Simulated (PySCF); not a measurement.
Species: C₆H₁₂Se.
Atom-mapped SMILES: `[CH2:1]=[CH:2][CH2:3][CH2:4][Se:5][CH2:6][CH3:7]` (hydrogens: H8, H9 on C1; H10 on C2; H11, H12 on C3; H13, H14 on C4; H15, H16 on C6; H17, H18, H19 on C7)

Geometry (PBE0-D3(BJ)/def2-SVP, Å), atoms numbered from 1 in this order:
```xyz
19
C6H12Se angstrom
C     -3.4908    0.5254   -0.8719
C     -2.1710    0.6963   -0.9586
C     -1.1421   -0.2366   -0.3991
C     -0.2991    0.4303    0.6818
Se     1.0599   -0.7194    1.4803
C      2.1634   -1.0323   -0.1018
C      2.8078    0.2093   -0.6833
H     -3.9203   -0.3529   -0.3785
H     -4.1909    1.2511   -1.2940
H     -1.7850    1.5942   -1.4597
H     -1.6236   -1.1378    0.0122
H     -0.4812   -0.5766   -1.2164
H     -0.9317    0.7321    1.5307
H      0.1845    1.3459    0.3066
H      1.5580   -1.5662   -0.8501
H      2.9234   -1.7454    0.2536
H      3.4522   -0.0527   -1.5385
H      3.4240    0.7262    0.0673
H      2.0562    0.9255   -1.0496
```

Linear response at B3LYP/def2-SVPD (PySCF, frozen core in the response, non-relativistic). Relativistic effects, spin–orbit coupling among them, are left out although an element past zinc is present.

Static isotropic polarisability: 107.11 au (15.87 Å³), principal values 86.8, 98.6, 136.0 au.

(1) What is the polarisability at 1064 nm and at the sodium D line?

(2) What is the isotropic C6 coefficient between two such molecules, C6 = (3/π)∫α(iω)² dω?

(3) Which effective excitation energy ω̄ makes London's formula C6 = (3/4)α²ω̄ exact here?

(4) What n − 1 at the D line would an ideal gas of it have at 273.15 K and 1 atm (2.6868 × 10¹⁹ cm⁻³), by n − 1 = 2π·N·α′?

(5) The lowest 6 singlets have (eV, f): 4.61, 0.003; 5.06, 0.006; 5.38, 0.045; 5.53, 0.016; 5.92, 0.020; 6.24, 0.004. What share of the static polarisability do they carry in the sum over states α = Σ f/ω²?

(6) How anisotropic is the static polarisability, by Δα² = ½[(α1 − α2)² + (α2 − α3)² + (α3 − α1)²]?

(7) What three-body coefficient follows from the one-pole estimate C9 = (3/4)·α·C6?

(8) What molar refraction at the D line follows from R = (4π/3)·N_A·α′, with α′ the polarisability volume?

(9) How many electrons N does the Slater–Kirkwood formula C6 = (3/4)·√N·α^(3/2) need to give this C6?

Results:

(1) 108.29 au at 1064 nm (+1.1 %), 111.15 au at 589.3 nm (+3.8 %). The rise at 589.3 nm is 3.42 times that at 1064 nm; a pure ω² law gives 3.26. The lowest singlet lies at 269 nm, shorter than both wavelengths.

(2) 4253 au (Eh·bohr⁶) by a ten-point quadrature over imaginary frequencies, which is 2540 eV·Å⁶ or 245 J·nm⁶/mol.

(3) ω̄ = 4·C6/(3α²) = 0.494 Eh = 13.5 eV. A one-pole form α(ω) = α/(1 − ω²/ω̄²) fitted to the 1064 nm value gives 11.2 eV. London's choice of the ionisation energy (8.03 eV, ΔSCF at the same level) gives C6 = 2540 au, 40 % too low.

(4) 27.80 × 10⁻⁴, a formal value whether or not that pressure can be reached.

(5) 2.29 au, 2.1 % of α; the largest term, 1.14 au, is that of the state at 5.38 eV. Their oscillator strengths add up to 0.09. Higher states carry the rest.

(6) Δα = 44.5 au, or 0.42 of the isotropic value.

(7) 342000 au. This is an estimate from the two numbers above, not a computed integral.

(8) α′ = 16.47 Å³ gives R = 41.55 cm³/mol, for isolated, non-vibrating species.

(9) N = (4·C6/3)²/α³ = 26.2; the species has 82 electrons in all.

The run took about 2.6 min of CPU time (one thread, shared machine). This is the whole response run at B3LYP/def2-SVPD, SCF included.

One conformer stands for the species.
